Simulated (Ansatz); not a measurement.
Total energies of C₂H₆AlN, SMILES `[NH2][Al]1[CH2][CH2]1`.

Cartesian coordinates in Å:
```
N 2.007 -0.980 -0.643
Al 0.489 -0.239 -0.157
C -0.953 0.105 1.025
C -1.035 0.866 -0.388
H 2.545 -1.610 -0.073
H 2.458 -0.832 -1.531
H -1.759 -0.608 1.190
H -0.871 0.771 1.883
H -0.991 1.951 -0.309
H -1.890 0.576 -0.997
```

Total charge 0; spin multiplicity 1. The structure was optimised at the PBE0-D4/def2-TZVP level. It is one conformer, not always the lowest. Basis def2-TZVPP, Ansatz 0.2.0.

RPA on PBE orbitals: Hartree–Fock energy of these orbitals -375.58680 Eh, correlation -1.05425 Eh (frozen core).

| functional | energy without D4 (Eh) | D4 term (kJ/mol) |
| --- | --- | --- |
| LDA (SPW92) | -374.78746 | – |
| PBE | -376.72725 | -15.2 |
| revPBE | -376.94893 | -47.4 |
| BLYP | -376.98428 | -33.5 |
| r2SCAN | -376.93525 | -3.7 |
| B97M-V | -376.97789 | – |
| PBE0 | -376.76517 | -12.7 |
| B3LYP | -377.07181 | -24.5 |
| r2SCANh | -376.92700 | -3.9 |
| r2SCAN0 | -376.91540 | -4.3 |
| HSE06 (plane-wave form) | -376.75129 | -11.9 |
| BHLYP | -376.95805 | -18.9 |
| CAM-B3LYP | -376.97613 | -12.9 |
| LC-ωPBE | -376.87477 | – |
| ωB97X-V | -376.96071 | – |
| ωB97M-V | -376.96069 | – |
| B2PLYP | -376.80699 | – |
| PBE-QIDH | -376.65701 | – |

B3LYP takes the VWN-RPA correlation (the form of Gaussian; ORCA's B3LYP/G). HSE06 is the plane-wave form, built on full-range PBE exchange. The double hybrids freeze the cores in their second-order part.

LC-ωPBE has ω = 0.4 bohr⁻¹.
